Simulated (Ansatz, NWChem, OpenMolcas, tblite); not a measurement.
# C2H6AlF (SMILES [CH3][Al]([CH3])[F]): the HOMO–LUMO gap, rung by rung

C2H6AlF has 10 atoms, charge 0, and is taken as a singlet. As SMILES, `[CH3][Al]([CH3])[F]`. Geometry: relaxed at PBE0-D4/def2-TZVP.

Quantity: the HOMO–LUMO gap, in eV. The values are calculated.

```tsv
level	kind	program	value (eV)	CPU time
GFN1-xTB	semi-empirical	tblite	5.03	under 2 s
HF/def2-SVP	Hartree–Fock	OpenMolcas	13.70	6.6 s
SVWN5/def2-SVP	LDA	NWChem	5.48	8.6 s
revPBE/def2-SVP	GGA	Ansatz	5.64	5.8 s
M06-L/def2-SVP	meta-GGA	OpenMolcas	6.36	40 s
M06-2X/def2-SVP	hybrid meta-GGA	OpenMolcas	9.40	41 s
wB97X/def2-SVP	range-separated hybrid	Ansatz	12.14	29 s
B2PLYP/def2-SVP	double hybrid	OpenMolcas	9.91	23 s
```

The values span 5.03 to 13.70 eV. Orbital gaps aren't excitation energies, and those of double hybrids come from the SCF part alone; they tend to grow with the share of exact exchange. CPU times are rough (shared hosts, several kinds of processor and program).
